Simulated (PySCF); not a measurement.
A run for PySCF: R-B3LYP/6-31G* on H4OSi (SMILES O[SiH3]).

```python
from pyscf import gto, scf, dft, mp
from pyscf.data.elements import chemcore

mol = gto.M(
    atom='''
    O     0.41415649    0.49281821    2.69080823
    Si   -0.09076068    0.12681566    4.23551692
    H     1.09887725    1.15488645    2.56405945
    H     1.03795800   -0.38051467    5.04901101
    H    -1.12040152   -0.91284549    4.06364915
    H    -0.65775792    1.32434713    4.89702187
    ''',
    basis='6-31g*',
    cart=True,
    charge=0, spin=0, verbose=3, max_memory=1800)
mf = dft.RKS(mol, xc='b3lyp')
mf.conv_tol = 1e-8
mf.max_cycle = 100
mf.kernel()
if not mf.converged:
    mf = mf.newton().run(mf.mo_coeff, mf.mo_occ)
```

The log:

```
converged SCF energy = -367.14233141241
```

The run converged.

Cost: very roughly 5 core-seconds.
